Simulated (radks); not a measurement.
Spherical quantum dot in the effective-mass picture: electrons in a parabolic well V = omega^2 r^2 / 2 with omega = 1.46, with a point charge +1 (a donor) at the centre, all in effective atomic units (hartree* = m*/eps^2 hartree, bohr* = eps/m* bohr), one dielectric constant everywhere. Method: non-relativistic Kohn-Sham, LDA (Slater exchange, Perdew-Wang correlation), spin-polarised, spherical densities; computed with a radial shooting solver with Libxc functionals. Levels are named by radial order and angular momentum (1s, 1p, 1d, 2s, ...), and open shells are averaged over m. Results are scaled to m* = 0.375 and eps = 14.5, for which hartree* = 48.53 meV and bohr* = 2.046 nm.

N = 6, configuration 1s2 1p(up 3, down 1). This is the lowest configuration that the search found. Occupied and some empty levels:

| level | occupation | eigenvalue (meV) | <r> (nm) |
|---|---|---|---|
| 1s up | 1 | 240.26 | 1.900 |
| 1s down | 1 | 244.90 | 1.888 |
| 1p up | 3 | 309.39 | 2.738 |
| 1p down | 1 | 314.53 | 2.749 |
| 2s up | 0 | 359.89 | 2.911 |
| 2s down | 0 | 363.33 | 2.929 |
| 1d up | 0 | 370.82 | 3.263 |
| 1d down | 0 | 375.41 | 3.283 |
| 1f up | 0 | 433.19 | 3.686 |
| 1f down | 0 | 437.05 | 3.708 |

Energy (meV): total 1124.72, kinetic 416.26, external 211.44, Hartree 651.18, exchange-correlation -154.15.
